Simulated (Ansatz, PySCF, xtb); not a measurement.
Noncovalent pair: CH6AlN (SMILES C[NH][AlH2]) (first 9 atoms) with NH3 (SMILES N); geometry from B3LYP-D3(BJ)/def2-TZVP, rigid monomers moved along the line of their centres of mass till H4···N10 is 2.73 Å.
(charge 0, multiplicity 1):
```xyz
13

C     -0.501    -0.407     1.562
N     -0.353     0.288     0.291
Al     0.817    -0.009    -1.006
H     -0.356     0.258     2.420
H      0.246    -1.200     1.636
H     -1.485    -0.876     1.665
H     -1.035     1.026     0.187
H      0.736     0.912    -2.284
H      1.861    -1.172    -0.790
N     -0.060     0.148     5.136
H      0.455    -0.570     4.638
H     -1.025     0.091     4.833
H      0.301     1.045     4.829
```

Interaction energies are E(AB) − E(A) − E(B) at the monomers' geometry in the complex; basis-set methods are counterpoise corrected. Rows marked so take none.

Rows in 6-31G* carry no dispersion term and start afresh at each structure (6-31G* with six Cartesian d functions).

The values were computed with Ansatz (a first-principles code); PySCF for 6-31G* rows; xtb for the GFN methods. 

### Question
One of these levels gives 0.92 kcal/mol for the interaction energy. Which?
A) B3LYP/6-31G*
B) GFN2-xTB
C) HF/6-31G* (no counterpoise)
D) HF/aug-cc-pV(D+d)Z

### Answer
A, B3LYP/6-31G*. The others give -0.32 (GFN2-xTB), 0.53 (HF/6-31G* (no counterpoise)), 1.50 (HF/aug-cc-pV(D+d)Z)
